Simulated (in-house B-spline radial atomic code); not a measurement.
The numbers below are computed, except where a source is named.
**Weak and strong correlation along the adiabatic connection**

Two-electron singlets in several external potentials (atomic units), by full CI in B-splines with partial waves to l = 8 (correlation energies up to 0.6 % small). The repulsion is scaled by λ at fixed density; W(λ) is the mean repulsion less the Hartree energy, W(0) = E_x, and the area under W from 0 to 1 is E_xc.

One system gave this curve:

```csv
λ,W (hartree)
0,-0.18018
0.02,-0.18236
0.05,-0.18543
0.12,-0.19173
0.25,-0.20094
0.4,-0.20866
0.6,-0.21589
0.8,-0.221
1,-0.2248
1.4,-0.23013
2,-0.23517
3,-0.24012
4.5,-0.24434
7,-0.24819
```

Which system is it?
A. ω²r²/2 − Z/r, ω = 3.54, Z = 0.3
B. −Z/r, Z = 7.27, wall at 1.73 bohr
C. −Z exp(−kr)/r, Z = 2.4, k = 0.865
D. ω²r²/2 − Z/r, ω = 0.0287, Z = 0.5

D. The exchange energy sets the size: ω²r²/2 − Z/r, ω = 0.0287, Z = 0.5: E_x = -0.18, E_c = -0.0293; −Z/r, Z = 7.27, wall at 1.73 bohr: E_x = -4.32, E_c = -0.0451; ω²r²/2 − Z/r, ω = 3.54, Z = 0.3: E_x = -1.5, E_c = -0.0444; −Z exp(−kr)/r, Z = 2.4, k = 0.865: E_x = -1.08, E_c = -0.0453 hartree.
